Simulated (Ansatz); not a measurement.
Stepwise reaction of `[F][Sn]([SH])([SH])[SH]` with hydrogen fluoride, as a gas-phase model of exchange steps in deposition or etching. ΔE in kJ/mol.

Gas-phase electronic energies from Ansatz, PBE0-D4/def2-TZVP geometries. CBS: MP2 limit from def2 TZ/QZ plus the TZ coupled-cluster correction, frozen cores. This one scheme is used for every species. DFT in def2-TZVPP. B3LYP here is the variant with VWN-RPA as its local correlation; programs differ in this. Elements past krypton have def2 core potentials. For Sn outer-core shells are correlated without core-valence functions, which leaves a few kJ/mol of doubt a bond. One conformer a species, not always the lowest.

```
step                                                          reaction  PBE-D4  B3LYP-D4  ωB97M-V  CCSD(T)/CBS
   1  `[F][Sn]([SH])([SH])[SH]` + H–F → `[F][Sn]([F])([SH])[SH]` + H₂S    14.2       9.2      8.2         14.9
   2    `[F][Sn]([F])([SH])[SH]` + H–F → `[F][Sn]([F])([F])[SH]` + H₂S    23.7      19.1     17.5         23.4
```

Problem. Give the row of step 3, `[F][Sn]([F])([F])[SH]` + H–F → `[F][Sn]([F])([F])[F]` + H₂S. (Estimate.)

Solution. Computed: 
```
step                                                      reaction  PBE-D4  B3LYP-D4  ωB97M-V  CCSD(T)/CBS
   3  `[F][Sn]([F])([F])[SH]` + H–F → `[F][Sn]([F])([F])[F]` + H₂S    37.4      34.0     31.3         36.0
```

Problem. By hand: ΔE of the 3 steps together at CCSD(T)/CBS.

Solution. (14.9) + (23.4) + (36.0) = 74.3 kJ/mol, or 24.8 kJ/mol a step.

In ΔE each step is higher than the one before. All are uphill at CCSD(T)/CBS. PBE-D4 differs from CCSD(T)/CBS by -0.7 to 1.4 kJ/mol a step. Isolated molecules leave out the surface, adducts and barriers. Largest T1 diagnostic: 0.015.
